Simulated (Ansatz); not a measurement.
All values below come from Ansatz (an electronic-structure program) with frozen-core CCSD(T)/cc-pVTZ // M06-2X/def2-TZVP.

Ansatz 0.2 input:
```yaml
crystal:
  periodic: [false, false, false]
  atoms:
    - { symbol: B, position_ang: [-0.00017, -0.000233, 0.000207] }
    - { symbol: H, position_ang: [1.042226, -0.565833, 0.053944] }
    - { symbol: H, position_ang: [-0.032308, 1.186514, -0.000307] }
    - { symbol: H, position_ang: [-1.010423, -0.621347, -0.054299] }
basis:
  gaussian: { orbitals: cc-pVTZ }
correlation:
  method: ccsd_t
```

Output:

```
Functional definition: HF
397 factors; integrals over basis functions are off by at most 1.6e-3 eV
mean field evaluation 1: about -717.9667 eV, gradient 9.9e0 eV
mean field evaluation 2: about -717.9658 eV, gradient 9.9e0 eV
mean field evaluation 4: about -718.3848 eV, gradient 1.5e-1 eV
mean field evaluation 8: about -718.3848 eV, gradient 1.6e-4 eV
mean field -718.38483323 eV, -26.4001556826 hartree, gradient 3.4e-7 eV, S^2 0.000000; 0 other end points of the search recorded, 0 dependent functions left out
1 core orbitals not correlated
reference -718.38483323 eV, -26.4001556826 hartree; 3, 3 occupied and 68, 68 virtual orbitals, 397 factors
second order -3.08445973 eV of doubles, -0.00000000 eV of singles
cycle   1  -3.52142568 eV  change   -4.4e-1 eV  update   4.2e-2
cycle   2  -3.67097383 eV  change   -1.5e-1 eV  update   1.3e-2
cycle   3  -3.67482900 eV  change   -3.9e-3 eV  update   2.2e-3
cycle   4  -3.67444470 eV  change    3.8e-4 eV  update   5.0e-4
cycle   5  -3.67427907 eV  change    1.7e-4 eV  update   1.4e-4
cycle   6  -3.67428767 eV  change   -8.6e-6 eV  update   3.8e-5
cycle   7  -3.67429311 eV  change   -5.4e-6 eV  update   1.1e-5
cycle   8  -3.67429259 eV  change    5.2e-7 eV  update   2.8e-6
perturbative correction -0.06858430 eV, -0.0025204264 hartree
Total energy: -722.12771012 eV, -26.5377038713 hartree
```

Cost: very roughly 0.6 core-seconds.
